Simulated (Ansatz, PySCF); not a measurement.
CH₃Cl₃Si, charge +1, doublet, at a GFN2-xTB geometry (a state made from the parent by changing its charge; the spin is typed, not shown lowest). Base run: B3LYP/STO-3G (PySCF).

Geometry (Å):
```xyz
8

C     -2.0042    -0.4139     0.0540
Si    -0.0287    -0.0059     0.0008
Cl     0.6161    -1.2464    -1.4220
Cl    -0.0148     1.9327    -0.4690
Cl     0.5401    -0.4505     1.8603
H     -2.1168    -1.4627     0.3057
H     -2.4510     0.2215     0.8106
H     -2.4107    -0.2001    -0.9283
```
Charge +1, spin multiplicity 2.
Orbitals are unrestricted.
All else is at PySCF's defaults.

The same geometry, method and basis name were run in Ansatz (a quantum-chemistry and plane-wave program) and PySCF, at each program's defaults and at the settings that a row names. The base is PySCF at its defaults. Differences at the defaults can come from grids, fitting, cores and function types together.

| code and settings | ΔE vs base (mEh) | basis functions | E (Eh) | SCF cycles |
|---|---|---|---|---|
| PySCF, defaults (exact integrals, its default grid, spherical functions) | 0.000 | 44 | -1690.92173 | 9 |
| Ansatz, defaults (factorised integrals, its default grid, spherical functions) | 0.002 | 44 | -1690.92173 | - |
| PySCF, density fitting with def2-universal-jkfit | -2.996 | 44 | -1690.92473 | 9 |
| PySCF, fine grid | -0.001 | 44 | -1690.92173 | 9 |
| Ansatz, high accuracy | 0.001 | 44 | -1690.92173 | - |

Open shells are given as the SCF converged; they aren't shown to be the lowest states, and a large step between rows can be another state.
